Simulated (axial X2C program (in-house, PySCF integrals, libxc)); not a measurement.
**Worked dissociation energy of GeSe⁻: CCSD, without spin–orbit coupling**

Computed with an axial X2C code built on PySCF integrals. Spin-free means the one-electron spin-free X2C Hamiltonian. Basis: Se dyall-acv3z [9s10p7d5f1g], Ge dyall-acv3z [10s10p8d5f1g] (cores contracted in-house); Gaussian nuclei, density fitting, unrestricted open shells. Masses: Se 79.917 u, Ge 73.921 u.

Molecular state: M_S = 1/2, Λ = 1 (beyond evenly filled blocks: π+α).

Correlated methods: 11 electrons correlated (number of frozen shells: Se 3 s, 2 p, 1 d; Ge 3 s, 2 p, 1 d), 313 virtual spin orbitals or spinors in MP2, 90 natural virtuals in coupled cluster.

* E(Se-) (2M_S = 1, M_L = 0): -2428.338076 hartree
* E(Ge) (2M_S = 2, M_L = 0): -2097.183262 hartree
* E(GeSe⁻) at Re: -4525.650300 hartree
* ωe: 332.1 cm⁻¹
* ωexe: 0.739 cm⁻¹

Task: Work out De and D0.

Result: De = -2428.338076 + (-2097.183262) − (-4525.650300) = 0.12896 hartree = 3.509 eV. The zero-point energy is ωe/2 − ωexe/4 = 166 cm⁻¹ = 0.021 eV, so D0 = 3.489 eV.

The state is a single determinant with fixed occupations, the lowest that a limited PBE0 search found. Dissociation energies refer to the lowest single-determinant-based atoms at the same level and basis. CCSD ran in a truncated set of natural virtual spinors with an MP2 remainder; without triples it tends to underbind. With the outer-core shells frozen, correlated bond lengths of heavy atoms tend to come out a few hundredths of an ångström too long. Spin-free De lacks the spin–orbit lowering of the heavy p-block atom, a tenth of an eV or more for 4p and 5p, up to an eV for 6p and one to two eV for 7p atoms, less what an open-shell molecule gains itself.

Each atomic determinant is the lowest at this level and need not be a pure term. Totals compare only within one Hamiltonian and basis.
